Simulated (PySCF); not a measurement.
# ZrCl3: from structure and modes to constants

All numbers come from UPBE in PySCF with Zr def2-SVP with ECP28, Cl def2-SVP; scalar-relativistic core potentials, no spin–orbit coupling; density-fitted integrals.

The doublet minimum has D3h symmetry. Masses (u): Zr 89.90470, Cl 34.96885.

```xyz
4
charge 0 multiplicity 2, angstrom
Zr    0.0000    0.0000    0.0000
Cl    0.0000    0.0000    2.3400
Cl    2.0265    0.0000   -1.1700
Cl   -2.0265    0.0000   -1.1700
```

Harmonic wavenumbers (cm⁻¹): 58.2 (a2'', ×1), 87.6 (e', ×2), 356.1 (a1', ×1), 423.8 (e', ×2).

Question: Find the principal moments of inertia and the rotational constants. What kind of rotor is it?

Answer: About the centre of mass I = 287.22, 287.22, 574.43 u Å². With B = 16.8576/I this gives 0.05869, 0.05869, 0.02935 cm⁻¹. The molecule is an oblate symmetric top.

Question: Find the vibrational entropy and heat capacity at 298.15 K.

Answer: With u = 1.43878 ω/T, each mode gives S = R[u/(eᵘ−1) − ln(1−e⁻ᵘ)] and C = R u² eᵘ/(eᵘ−1)².
```tsv
ω (cm⁻¹)	u	S (J/(mol K))	C (J/(mol K))
58.2	0.281	18.89	8.26
87.6 (×2)	0.423	15.54	8.19
356.1	1.718	4.77	6.54
423.8 (×2)	2.045	3.68	5.94
```
The sums over all modes are S = 62.1 and C = 43.1 J/(mol K); the softest mode gives 30 % of the entropy (each member, where degenerate).

Question: Give the standard entropy (298.15 K, 1 bar) by its translational, rotational, vibrational and spin parts, and Cp.

Answer: Sackur–Tetrode with M = 194.81 u gives 174.6; rotation with symmetry number 6 gives 107.1; vibration 62.1; spin R ln 2 = 5.8. The total is 349.6 J/(mol K), and Cp = 4 R + 43.1 = 76.3 J/(mol K).

Only a few start shapes were tried, so a lower isomer may exist. With open d or f shells other occupations or spin states may lie lower.
